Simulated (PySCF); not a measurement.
## Unknown compound

The spectra below were simulated for a compound C5H8FPSi.

¹H NMR (300 MHz, computed): δ 5.69 (m, 1H), 4.97 (m, 1H), 4.35 (s, 3H), 2.56 (m, 3H).

¹³C{¹H} NMR (computed): δ 176.6 (C), 173.9 (C), 138.6 (C), 104.9 (CH), 22.9 (CH3).

- shieldings: GIAO PBE0/pcSseg-1
- geometry: GFN2-xTB
- code: PySCF 2.14
- non-relativistic, isolated molecule, one computed conformer, one averaged value for each set of equivalent atoms

Scale: ¹H (31.72 ppm), ¹³C (186.93 ppm) against TMS (reference shieldings calculated alike).

Task: Deduce the structure.

Result: 
5 carbon signals for 5 carbons: no two carbons are equivalent. Carbon types of the structure: 3 × C, 1 × CH, 1 × CH3, leaving 4 H on heteroatoms. δC 176.6, 173.9, 138.6: unsaturated ring carbon. δC 104.9: unsaturated ring CH. δC 22.9: methyl carbon on an unsaturated ring; a saturated carbon with 1 carbon neighbour and no heteroatom attached. δH 5.69: hydrogen on a unsaturated ring CH. δH 4.97: hydrogen on a ring phosphorus. δH 4.35: hydrogen on a silicon bonded to C. δH 2.56: hydrogen on a methyl carbon on an unsaturated ring.

These data were computed for `C1([SiH3])=C(C)PC=C1F`.

The shifts were computed for this structure.

Splittings by ¹⁹F and ³¹P in the carbon and heteronuclear signals aren't shown, as no couplings were computed. Shifts are as computed. Against solution values, carbons near 30 ppm lie about +3 ppm off and those near 130 ppm about +5 ppm. Of 1211 compounds with measured shifts, 218 miss one by over three times the rms of a fit or turn the order of signals round; such compounds aren't used in these exercises. Multiplicities follow the n + 1 count of equivalent neighbours, as no J values were calculated; m marks all less simple cases, F and P coupling included.
